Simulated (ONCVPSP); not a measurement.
Zn: excitation energies, all-electron against ONCV

Zn, optimised norm-conserving Vanderbilt (ONCV), made with ONCVPSP 4.0.1 (PBE, scalar-relativistic). Core [Ne], reference 3s2 3p6 3d10 4s1 (charge +1). Waves: 3s+4s: rc 1.28 bohr, ncon 4, nbas 8, qcut 8 1/bohr, 2 projectors; 3p: rc 0.98 bohr, ncon 4, nbas 8, qcut 13.3 1/bohr, 1 projector; 3d: rc 0.98 bohr, ncon 4, nbas 9, qcut 15.9 1/bohr, local. Local part: the d channel. Core correction: Teter function, fcfact 3.75, rcfact 1.2.

Energies are relative to the spin-unpolarised reference configuration 3s2 3p6 3d10 4s1; without spin polarisation the order of configurations can differ from experiment.

Task: Give the all-electron excitation energy and the error of the potential for: 3s2 3p6 3d10 4s2; 3s2 3p6 3d10 4s0; 3s2 3p6 3d9 4s0; 3s2 3p6 3d9 4s2 4p1.

Result:

| valence configuration | charge | ΔE all-electron (eV) | error AE − PS (meV) |
| --- | --- | --- | --- |
| 3s2 3p6 3d10 4s2 | 0 | -9.889 | +1.8 |
| 3s2 3p6 3d10 4s0 | +2 | 18.443 | -1.2 |
| 3s2 3p6 3d9 4s0 | +3 | 58.976 | -29 |
| 3s2 3p6 3d9 4s2 4p1 | 0 | 2.355 | -64 |
